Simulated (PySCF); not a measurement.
**Calculated NMR data**

Calculated, not measured (PySCF 2.14.0 with density-fitted response routines): shieldings: GIAO PBE0/pcSseg-1, geometry: GFN2-xTB. Single conformer, one averaged value for each set of equivalent atoms, in vacuum, non-relativistic Hamiltonian.

Scale: ¹H, ¹³C vs TMS (reference shieldings calculated alike). Splittings of carbon signals by F and P are missing where no couplings were computed. Where no couplings were computed, multiplicities follow the n + 1 count of equivalent neighbours, and m marks all less simple cases (inequivalent or close neighbours, rings, F or P nearby). Shifts are as computed. Against solution values, carbons near 30 ppm lie about +3 ppm off and those near 130 ppm about +5 ppm. Of 1211 compounds with measured shifts, 218 miss one by over three times the rms of a fit or turn the order of signals round; such compounds aren't used in these exercises.

**1.** `C(/C=C)(C)=C(\C)C(=O)F`, C₇H₉FO. ¹H NMR (600 MHz, computed): δ 9.15 (m, 1H), 6.02 (m, 1H), 5.95 (m, 1H), 2.29 (s, 3H), 2.20 (s, 3H). ¹³C{¹H} NMR (computed): δ 166.4, 165.0, 143.9, 130.5, 122.5, 17.9, 17.8.

**2.** `C1(C)OCOCO1`, C₄H₈O₃. ¹H NMR (600 MHz, computed): δ 5.39 (m, 2H), 5.15 (m, 2H), 4.92 (m, 1H), 1.39 (d, 3H). ¹³C{¹H} NMR (computed): δ 102.7, 96.2, 23.6.

**3.** SMILES O([C@@]1(F)CC(=C)C1=C)C, C₇H₉FO. ¹H NMR (600 MHz, computed): δ 5.91 (br s, 1H), 5.86 (m, 1H), 5.86 (m, 1H), 5.41 (br s, 1H), 3.59 (s, 3H), 3.15 (m, 1H), 3.02 (m, 1H). ¹³C{¹H} NMR (computed): δ 157.5 (C), 147.8 (C), 117.1 (C), 115.8 (CH2), 114.0 (CH2), 52.2 (CH3), 44.2 (CH2).
